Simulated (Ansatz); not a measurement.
Basis sets compared for Si₃O₄⁻. The state is a doublet with charge -1. Geometry r2SCAN-D4/def2-SVPD. Ansatz on 4 threads of Arm Neoverse V2 on a shared host; times are rough, and most runs start from earlier orbitals.

```
atom   x (Å)   y (Å)   z (Å)
 Si1  -1.781   0.378  -1.125
 Si2  -1.101  -0.244   1.062
 Si3   1.221   0.124  -0.637
  O4  -0.046   0.439  -1.610
  O5   0.629  -0.256   0.848
  O6  -1.637  -0.608   2.481
  O7   2.715   0.167  -1.018
```

The structure comes from a short search, and lower isomers may exist.

| level | functions | energy (Eh) | HOMO (eV) | LUMO (eV) | wall time |
| --- | --- | --- | --- | --- | --- |
| PBE-D4/def2-SVPD | 164 | -1168.4198 | -0.49 | 0.51 | 3.3 s |
| PBE0-D4/def2-SVPD | 164 | -1168.4675 | -1.47 | 1.29 | 4.7 s |

Question: Estimate the rows for PBE-D4/def2-TZVPD, PBE0-D4/def2-TZVPD.

Answer: 
```json
{"level": "PBE-D4/def2-TZVPD", "functions": "289", "energy (Eh)": "-1169.0841", "HOMO (eV)": "-0.52", "LUMO (eV)": "0.50", "wall time": "6.5 s"}
{"level": "PBE0-D4/def2-TZVPD", "functions": "289", "energy (Eh)": "-1169.1318", "HOMO (eV)": "-1.48", "LUMO (eV)": "1.28", "wall time": "14 s"}
```
